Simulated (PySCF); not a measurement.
# Ga (gallium, neutral) across methods

[Ar] 3d10 4s2 5s1, 2S determinant (an excited configuration). Computed with PySCF 2.14 in aug-cc-pwCVTZ-PP with ECP10MDF (8s7p6d4f1g, 96 functions), with scalar relativity through the core potential.

| method | E (hartree) | mean ε 4s α (eV) | mean ε 4s β (eV) | mean ε 5s α (eV) | Σ⟨r²⟩ (bohr²) | ⟨S²⟩ |
| --- | --- | --- | --- | --- | --- | --- |
| wB97X | -259.3821 | -15.617 | -15.574 | -2.868 | 83.37 | 0.750 |
| LDA | -258.9385 | -12.380 | -12.312 | -1.808 | 77.80 | 0.750 |
| UHF | -258.19765 | -15.023 | -14.818 | -2.692 | 82.75 | 0.750 |
| M06-L | -259.3899 | -12.124 | -12.187 | -1.658 | 83.79 | 0.750 |
| r2SCANh | -259.2246 | -12.655 | -12.695 | -1.936 | 78.62 | 0.750 |
| PBE0 | -259.3137 | -13.017 | -12.921 | -2.142 | 80.28 | 0.750 |
| PBE | -259.3680 | -12.074 | -12.002 | -1.851 | 79.60 | 0.750 |
| r2SCAN | -259.2322 | -12.297 | -12.366 | -1.829 | 78.57 | 0.750 |

Task: Estimate the same row for B97-3.

Result: E (hartree) = -259.3779; mean ε 4s α (eV) = -12.939; mean ε 4s β (eV) = -12.886; mean ε 5s α (eV) = -2.018; Σ⟨r²⟩ (bohr²) = 80.64; ⟨S²⟩ = 0.750.

Energies and moments cover only the electrons outside the core potential. The outer electron is Rydberg-like, and this basis confines it to a smaller radius and binds it less than a complete one would.
